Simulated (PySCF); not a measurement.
Unknown compound

The spectra below were simulated for a compound C5H8F3NSi.

¹H NMR (400 MHz, computed): δ 0.52 (br s, 2H), 0.28 (s, 6H).

¹³C{¹H} NMR (computed): δ 123.2 (C), 103.0 (C), 94.9 (C), 2.3 (CH3, 2C).

[PySCF 2.14: NMR shieldings at PBE0/pcSseg-1/GIAO; GFN2-xTB structure; non-relativistic; gas phase; fast rotation and ring inversion assumed for equivalent nuclei; one computed conformer]

Shifts are taken against calculated references (same method and geometry level): ¹H and ¹³C vs TMS.

**Question.** Choose the structure that fits.
A. C=N[SiH2]CC(=C)C(F)(F)F
B. C[Si](C)(N)C#CC(F)(F)F
C. C=C([SiH3])/C=N\CC(F)(F)F

**Answer.** B. 

- Rings plus π bonds: 2 (no ring in the answer).
- 4 carbon signals for 5 carbons: some carbons are equivalent by symmetry or fast rotation.
- Carbon types of the structure: 3 × C, 2 × CH3, leaving 2 H on heteroatoms.
- δC 123.2: CF3 carbon; 3 electronegative neighbours deshield it.
- δC 103.0, 94.9: alkyne carbon; the triple bond shields along its axis, which puts it between sp3 and sp2 carbons.
- δC 2.3: methyl carbon bonded to Si; an electropositive neighbour leaves it electron-rich and shielded.
- δH 0.52: hydrogen on a nitrogen bonded to Si; exchangeable; this is the value without hydrogen bonding to other molecules.
- δH 0.28: hydrogen on a methyl carbon bonded to Si; an electropositive neighbour shields it, as in TMS itself.

The others: C=N[SiH2]CC(=C)C(F)(F)F would give 5 carbon signals, not 4; C=C([SiH3])/C=N\CC(F)(F)F would give 5 carbon signals, not 4.

OH/NH shifts are gas-phase values; hydrogen bonding in solution moves them, usually downfield. Splittings by ¹⁹F in the carbon and heteronuclear signals aren't shown, as no couplings were computed. Shifts are as computed. Against solution values, carbons near 30 ppm lie about +3 ppm off and those near 130 ppm about +5 ppm. Of 1211 compounds with measured shifts, 218 miss one by over three times the rms of a fit or turn the order of signals round; such compounds aren't used in these exercises.
